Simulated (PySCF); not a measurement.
**Mass spectrum arithmetic for `CC1=C[C@@]2([NH])C[C@H]2C1`**

Species: `CC1=C[C@@]2([NH])C[C@H]2C1` [radical].

All values are calculated from tables of isotopes.

Find the molar and monoisotopic masses of C7H10N.

For C7H10N, with standard atomic weights, 7 × 12.011 + 1 × 14.007 + 10 × 1.008 = 108.164 g/mol. From the most abundant isotopes (12C, 14N, 1H), 7 × 12.000000 + 1 × 14.003074 + 10 × 1.007825 = 108.0813 u.

Work out the cluster of the singly charged cation M+, one line a nominal mass.

| nominal mass | m/z (centroid) | relative intensity |
| --- | --- | --- |
| 108 | 108.0808 | 100.0 |
| 109 | 109.0839 | 8.1 |
| 110 | 110.0869 | 0.3 |

Cut off at 0.1 %. One electron mass, 0.00055 u, is taken off.

Count the protons, neutrons and electrons of the monoisotopic species, and give its exact less its nominal mass.

59 protons, 49 neutrons and 59 electrons; 108.0813 − 108 = +0.0813 u.

What resolving power m/Δm just matches the spacing of the species with one 15N and with one 13C?

They lie 0.00632 u apart at mass 109.08, so m/Δm is about 17000.

What is the composition by mass?

C 77.73 %, N 12.95 %, H 9.32 %.

What share of all molecules is the monoisotopic species?

0.9893^7 × 0.99632 × 0.999885^10 = 92.30 %.
